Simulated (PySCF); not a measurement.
Cards and structures have been mixed up. Pair them.

Structures:
1. `CC[SiH2]O`
2. `CC[C@@H]1CC(=O)CCC1=O`
3. `CC[BH-]1[NH2+][BH2-][NH2+]1`
4. `CCC[B@@H-]([PH3+])Cl`

Card P (geometry PBE0-D3(BJ)/def2-SVP):
- Rotational constants A, B, C: 1.864, 1.123, 0.876 GHz
- Static isotropic polarisability (CAM-B3LYP/def2-SVPD): 94.9 au
- Isotropic shieldings of nuclei other than C and H, by class (GIAO PBE0/pcSseg-1): -373 (1 O), -372 (1 O) ppm
- Strongest line among the 10 lowest singlet transitions (TDDFT CAM-B3LYP/def2-SVPD): S9 at 7.99 eV (155 nm, f = 0.086)
- HOMO energy (CAM-B3LYP/def2-SVPD): -8.85 eV
- Lowest singlet excitation (TDDFT CAM-B3LYP/def2-SVPD): 4.26 eV (291 nm, f = 0.000)
- 13C chemical shifts (computed TMS as zero) by class (GIAO PBE0/pcSseg-1): 214.6 (1 C), 210.0 (1 C), 55.4 (1 C), 48.4 (1 C), 41.8 (1 C), 38.1 (1 C), 30.6 (1 C), 13.2 (1 C) ppm

Card Q (geometry PBE0-D3(BJ)/def2-SVP):
- Rotational constants A, B, C: 2.547, 1.297, 0.985 GHz
- Static isotropic polarisability (PBE0/def2-SVPD): 96.2 au
- 13C chemical shifts (computed TMS as zero) by class (GIAO PBE/pcSseg-1): 26.9 (1 C), 25.4 (1 C), 20.2 (1 C) ppm
- Strongest line among the 10 lowest singlet transitions (TDDFT PBE0/def2-SVPD): S6 at 6.78 eV (183 nm, f = 0.085)
- Lowest triplet excitation (Tamm–Dancoff) (TDA PBE0/def2-SVPD): 6.00 eV
- HOMO energy (PBE0/def2-SVPD): -7.53 eV
- Lowest singlet excitation (TDDFT PBE0/def2-SVPD): 6.32 eV (196 nm, f = 0.000)

Card R (geometry PBE0-D3(BJ)/def2-SVP):
* Rotational constants A, B, C: 16.813, 2.817, 2.576 GHz
* Static isotropic polarisability (CAM-B3LYP/def2-SVPD): 56.5 au
* Dipole moment (CAM-B3LYP/def2-SVPD): 1.85 D
* HOMO energy (CAM-B3LYP/def2-SVPD): -9.54 eV
* 13C chemical shifts (computed TMS as zero) by class (GIAO B3LYP/pcSseg-2): 12.2 (1 C), 6.3 (1 C) ppm

Card S (geometry PBE0-D3(BJ)/def2-SVP):
- Rotational constants A, B, C: 6.677, 2.175, 1.843 GHz
- Static isotropic polarisability (PBE0/def2-SVPD): 72.5 au
- Largest of the computed one-bond spin–spin couplings (means over like bonds) (B3LYP/pcJ-1, spin–dipole term left out for some pairs): 13C–1H +130.6 (×3), 11B–1H +120.6, 11B–1H +120.3, 13C–1H +119.3 (×2), 11B–1H +117.9, 15N–1H -76.3 (×2), 15N–1H -74.4 (×2), 13C–11B +54.1 Hz
- 13C chemical shifts (computed TMS as zero) by class (GIAO KT3/pcSseg-1): 22.0 (1 C), 12.5 (1 C) ppm
- Isotropic shieldings of nuclei other than C and H, by class (GIAO KT3/pcSseg-1): 106 (1 B), 112 (1 B), 225 (2 N) ppm

Each SMILES stands for a single optimised conformer of the isolated species, non-relativistic unless stated. Electronic properties by PySCF. NMR classes are plain means over equivalent atoms (diastereotopic ones count apart unless rotation or inversion swaps them), as if these changed places fast.

**Question.** Which card belongs to which structure?

**Answer.** P = 2, Q = 4, R = 1, S = 3. What ties each card to its structure:
- 1 (card R), C2H8OSi, monoisotopic mass 76.0 u, 4 heavy atoms: 2 C in 2 classes; the least shielded carbon (12.2 ppm) is an sp3 carbon bound to silicon; an asymmetric top with C = 2.576 GHz, the highest such constant on the cards; polarisability 56.5 au for 42 electrons; dipole 1.85 D.
- 2 (card P), C8H12O2, monoisotopic mass 140.1 u, 10 heavy atoms: 8 C in 8 classes; the least shielded carbon (214.6 ppm) is a ketone carbonyl carbon; an asymmetric top with C = 0.876 GHz, the lowest such constant on the cards; polarisability 94.9 au for 76 electrons.
- 3 (card S), C2H12B2N2, monoisotopic mass 86.1 u, 6 heavy atoms: 2 C in 2 classes; the least shielded carbon (22.0 ppm) is an sp3 carbon bound to boron; an asymmetric top with C = 1.843 GHz; polarisability 72.5 au for 48 electrons.
- 4 (card Q), C3H11BClP, monoisotopic mass 124.0 u, 6 heavy atoms: 3 C in 3 classes; the least shielded carbon (26.9 ppm) is an sp3 carbon bound to boron; an asymmetric top with C = 0.985 GHz; polarisability 96.2 au for 66 electrons.
